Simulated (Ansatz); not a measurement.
`ClC1BC1` → `ClB1CC1`  (isomerisation)

Gas-phase electronic energies from Ansatz, PBE0-D4/def2-TZVP geometries. CCSD(T)/CBS is the MP2 limit (def2-TZVPP, def2-QZVPP) plus CCSD(T) − MP2 in def2-TZVPP, frozen cores. Functionals use def2-TZVPP.

```csv
level,ΔE (kJ/mol)
PBE-D4,-155.7
BLYP-D4,-151.9
PBE0-D4,-157.4
ωB97X-V,-152.8
revPBE,-155.8
LC-ωPBE,-157.7
CCSD(T)/def2-TZVPP,-158.1
MP2/def2-QZVPP,-159.3
```

(1) What does CCSD(T)/CBS give? (An estimate is asked.)

Largest T1 diagnostic among the species: 0.011.

## Answers

(1) Computed: -154.8 kJ/mol. The listed levels differ from it by -0.9, 2.9, -2.6, 2.0, -1.0, -2.9, -3.3, -4.5 kJ/mol.

In def2-TZVPP, CCSD(T) changes the Hartree–Fock value by −4.5 kJ/mol (the triples alone add −0.3 kJ/mol) and MP2 by −7.9 kJ/mol. Leaving LDA and LC-ωPBE aside and taking each functional with its dispersion term where it has one, the values, not all of them listed here, spread over 11.8 kJ/mol, from B97M-V to BLYP-D4. At CCSD(T), def2-SVP lies −17.4 kJ/mol from the extrapolated value and def2-TZVPP −3.3 kJ/mol.
